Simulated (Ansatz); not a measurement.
`C[Si](F)(F)[SiH3]` + `NC(O)(F)F` → `NC(F)(F)O[SiH3]` + `C[SiH](F)F`  (cleavage of the Si–Si bond)

Isolated molecules relaxed with PBE0-D4/def2-TZVP in Ansatz; ΔE leaves out vibrations. CBS: MP2 limit from def2 TZ/QZ plus the TZ coupled-cluster correction, frozen cores. Each species was taken in one conformer, which may not be the lowest.

| species | CCSD(T)/CBS(def2) energy (Eh) |
| --- | --- |
| `C[Si](F)(F)[SiH3]` | -819.55181 |
| `NC(O)(F)F` | -369.33079 |
| `NC(F)(F)O[SiH3]` | -659.64288 |
| `C[SiH](F)F` | -529.27654 |

(1) Work out ΔE.

Largest T1 diagnostic among the species: 0.012.

Results:

(1) ΔE = (-659.64288) + (-529.27654) − (-819.55181) − (-369.33079) = -0.03682 Eh = -96.7 kJ/mol.

In def2-TZVPP, CCSD(T) changes the Hartree–Fock value by +20.9 kJ/mol (the triples alone add +2.6 kJ/mol) and MP2 by +11.6 kJ/mol. From PBE to PBE0 (25 % exact exchange), in def2-TZVPP and without D4, ΔE moves by −7.7 kJ/mol.
